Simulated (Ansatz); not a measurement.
Consider the redistribution: `C[S][AlH][CH2]F` + `C[SiH3]` → `C[S][AlH2]` + `FCC[SiH3]`.

Isolated molecules relaxed with PBE0-D4/def2-TZVP in Ansatz; ΔE leaves out vibrations. CCSD(T)/CBS is the MP2 limit (def2-TZVPP, def2-QZVPP) plus CCSD(T) − MP2 in def2-TZVPP, frozen cores. This one scheme is used for every species. DFT in def2-TZVPP. One conformer a species, not always the lowest.

`C[S][AlH][CH2]F`:

Cartesian coordinates in Å:
```
C -1.449 0.945 -1.106
S 0.287 1.062 -1.656
Al 1.446 -0.063 -0.217
C 0.697 -1.007 1.361
F -0.690 -0.895 1.512
H -2.029 0.490 -1.908
H -1.553 0.352 -0.201
H -1.817 1.954 -0.926
H 3.009 -0.127 -0.459
H 0.939 -2.077 1.317
H 1.159 -0.634 2.284
```

`C[SiH3]`:

Z-matrix (Å, degrees):
```
C
Si 1 1.871
H 1 1.092 2 110.8
H 1 1.092 2 110.8 3 -120.0
H 1 1.092 2 110.8 3 120.0
H 2 1.488 1 110.7 3 -179.9
H 2 1.488 1 110.7 3 -59.9
H 2 1.488 1 110.7 3 60.1
```

`C[S][AlH2]`:

Z-matrix (Å, degrees):
```
C
S 1 1.822
H 1 1.090 2 111.6
H 1 1.089 2 108.7 3 120.6
H 1 1.089 2 108.7 3 -120.6
Al 2 2.168 1 102.5 3 -0.3
H 6 1.585 2 117.5 1 0.1
H 6 1.580 2 117.5 1 -179.9
```

`FCC[SiH3]`:

Cartesian coordinates in Å:
```
F -0.195 -1.748 0.990
C 0.591 -1.287 -0.056
C -0.059 -0.093 -0.711
Si -0.492 1.299 0.485
H 1.569 -1.027 0.362
H 0.718 -2.120 -0.753
H 0.630 0.308 -1.464
H -0.963 -0.401 -1.246
H -1.625 0.936 1.371
H 0.696 1.626 1.319
H -0.870 2.506 -0.298
```

| species | PBE0 energy (Eh) |
| --- | --- |
| `C[S][AlH][CH2]F` | -819.95328 |
| `C[SiH3]` | -331.05158 |
| `C[S][AlH2]` | -681.48465 |
| `FCC[SiH3]` | -469.51451 |

(1) Work out ΔE.

Largest T1 diagnostic among the species: 0.011.

Results:

(1) ΔE = (-681.48465) + (-469.51451) − (-819.95328) − (-331.05158) = 0.00570 Eh = +0.16 eV. CCSD(T)/CBS gives +0.14 eV.

From PBE to PBE0 (25 % exact exchange), in def2-TZVPP and without D4, ΔE moves by −0.04 eV. In def2-TZVPP, CCSD(T) changes the Hartree–Fock value by +0.06 eV (the triples alone add +0.01 eV) and MP2 by +0.06 eV.
